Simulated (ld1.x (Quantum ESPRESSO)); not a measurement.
# Which change was made? (Cu, PAW)

- Element: Cu (Z = 29)
- Generator: ld1.x (Quantum ESPRESSO) 7.5
- Type: PAW
- Functional: revPBE
- Relativity: scalar-relativistic
- Frozen core: [Ar]
- Valence charge: 11
- Reference configuration: 3d10 4s1 4p0
- Partial waves: 4s (bound): rcut 1.95, rcutus 2.65 bohr; 4s channel at 0.5 Ry: rcut 1.95, rcutus 2.65 bohr; 4p (bound, empty): rcut 3.35, rcutus 4.45 bohr; 4p channel at 0.3 Ry: rcut 3.35, rcutus 4.45 bohr; 3d (bound): rcut 1.05, rcutus 1.30 bohr; 3d channel at 0.05 Ry: rcut 1.05, rcutus 1.30 bohr
- Local potential: all-electron potential smoothed inside 3.30 bohr (lloc = -1)
- Core correction: Bessel-smoothed model core inside 1.00 bohr
- Augmentation charge: BESSEL, radius 1.10 bohr

Cutoffs, loose and tight: the cutoffs (Ry, on a coarse ladder) from which the occupation-weighted sum of valence levels, in a spherical-Bessel basis at the reference potential, stays within 10 and 1 mRy of its value at 400 Ry. They do not see the model core or the augmentation charge, which bear on the density cutoff. Test errors are all-electron minus pseudo excitation energies from the reference, over the configurations 3d10 4s0 4p0; 3d9 4s0 4p0; 3d8 4s0 4p0; 3d9 4s2 4p0; 3d10 4s0.5 4p0; 3d7 4s0 4p0; 3d9 4s1 4p0; variants that change the core or the reference have their own tests. The largest error is taken over the tests solved by every variant that gives reliable tests at all, those not shown here included: 3d10 4s0 4p0; 3d10 4s0.5 4p0; 3d8 4s0 4p0; 3d9 4s0 4p0; 3d9 4s1 4p0; 3d9 4s2 4p0.

The base gives: outcome: generated, overlap not positive; bound ghosts: not determined (overlap not positive); largest test error (meV): -715.

Question: After one change the result is: outcome: generated; cutoff, loose: 80 Ry; cutoff, tight: 140 Ry; bound ghosts: none; largest test error (meV): -726. Which change was it?
A. all radii but the core radius scaled by about 0.85 (s 2.24, p 3.76, d 1.10 bohr, rcut 1.64/2.82/0.88); local potential all-electron potential smoothed inside 2.78 bohr (lloc = -1); augmentation BESSEL, radius 0.92 bohr
B. local potential all-electron potential smoothed inside 1.98 bohr (lloc = -1)
C. all radii but the core radius scaled by about 1.25 (s 3.32, p 5.56, d 1.62 bohr, rcut 2.44/4.20/1.32); local potential all-electron potential smoothed inside 4.12 bohr (lloc = -1); augmentation BESSEL, radius 1.38 bohr
D. functional BLYP

Answer: D. The others give: all radii but the core radius scaled by about 1.25 (s 3.32, p 5.56, d 1.62 bohr, rcut 2.44/4.20/1.32); local potential all-electron potential smoothed inside 4.12 bohr (lloc = -1); augmentation BESSEL, radius 1.38 bohr → outcome: generated, overlap not positive; bound ghosts: not determined (overlap not positive); largest test error (meV): -1112 | all radii but the core radius scaled by about 0.85 (s 2.24, p 3.76, d 1.10 bohr, rcut 1.64/2.82/0.88); local potential all-electron potential smoothed inside 2.78 bohr (lloc = -1); augmentation BESSEL, radius 0.92 bohr → outcome: generated; cutoff, loose: 120 Ry; cutoff, tight: 200 Ry; bound ghosts: none; largest test error (meV): -586 | local potential all-electron potential smoothed inside 1.98 bohr (lloc = -1) → outcome: generated, overlap not positive; bound ghosts: not determined (overlap not positive); largest test error (meV): -528. A file whose overlap is not positive is unfit for use, and its test errors describe a broken file.
